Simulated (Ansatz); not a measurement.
Gas-phase electronic energies from Ansatz, PBE0-D4/def2-TZVP geometries. CCSD(T)/CBS adds triple-zeta CCSD(T) − MP2 to the extrapolated MP2 energy (def2 sets, frozen cores). DFT in def2-TZVPP. For Ge outer-core shells are correlated without core-valence functions, which leaves a few kJ/mol of doubt a bond. Scalar relativity is left out up to krypton. One conformer a species, not always the lowest.

`Cl[SiH2][NH][GeH2][Cl]` + `C[NH][GeH2][Cl]` → `C[N]([SiH2]Cl)[GeH2][Cl]` + `[NH2][GeH2][Cl]`  (ligand exchange at the Si–N bond)

`Cl[SiH2][NH][GeH2][Cl]`:

Z-matrix (Å, degrees):
```
Si
N 1 1.707
Cl 1 2.063 2 112.7
H 1 1.478 2 107.8 3 -117.6
H 1 1.479 2 110.7 3 118.3
Ge 2 1.824 1 126.8 3 98.0
H 2 1.010 1 118.0 3 -80.4
Cl 6 2.160 2 109.4 1 100.5
H 6 1.530 2 110.1 1 -143.4
H 6 1.529 2 108.3 1 -16.1
```

`C[NH][GeH2][Cl]`:

Cartesian coordinates in Å:
```
C -0.045 0.640 -1.267
N -0.701 0.348 -0.005
Ge 0.228 -0.454 1.329
Cl 0.946 -2.430 0.754
H 0.143 -0.245 -1.888
H -0.645 1.346 -1.848
H 0.918 1.120 -1.075
H -1.630 -0.028 -0.135
H 1.489 0.367 1.609
H -0.702 -0.664 2.527
```

`C[N]([SiH2]Cl)[GeH2][Cl]`:

Cartesian coordinates in Å:
```
C -0.543 -0.956 -1.062
N 0.041 -0.080 -0.048
Si 0.806 -0.759 1.317
Cl -0.536 -1.519 2.693
Ge -0.265 1.711 -0.239
Cl 0.815 2.375 -1.989
H -1.632 -1.025 -0.968
H -0.303 -0.600 -2.068
H -0.137 -1.967 -0.971
H 1.639 -1.911 0.907
H 1.570 0.306 2.002
H -1.743 1.974 -0.552
H 0.288 2.452 0.978
```

`[NH2][GeH2][Cl]`:

Z-matrix (Å, degrees):
```
Ge
Cl 1 2.176
N 1 1.818 2 112.8
H 1 1.530 2 105.8 3 -118.7
H 1 1.530 2 105.8 3 118.7
H 3 1.010 1 115.0 2 -64.0
H 3 1.010 1 115.0 2 64.0
```

| level | ΔE (eV) |
| --- | --- |
| ωB97X-V | 0.00 |
| ωB97M-V | -0.01 |
| MP2/def2-TZVPP | -0.04 |
| SCS-MP2/def2-QZVPP | -0.01 |

Q: What does CCSD(T)/CBS give? (Estimate.)

A: Ansatz gave: -0.01 eV. The listed levels differ from it by 0.01, 0.00, -0.03, 0.00 eV.

Largest T1 diagnostic among the species: 0.011.

The D4 term adds −0.06 eV with B3LYP and −0.03 eV with PBE0; it sums over pairs of atoms, weighted by their polarisabilities, and B3LYP, whose exchange is more repulsive, gets the larger term. In def2-TZVPP, CCSD(T) changes the Hartree–Fock value by −0.11 eV (the triples alone add −0.02 eV) and MP2 by −0.12 eV.

B3LYP here is the variant with VWN-RPA as its local correlation; programs differ in this.
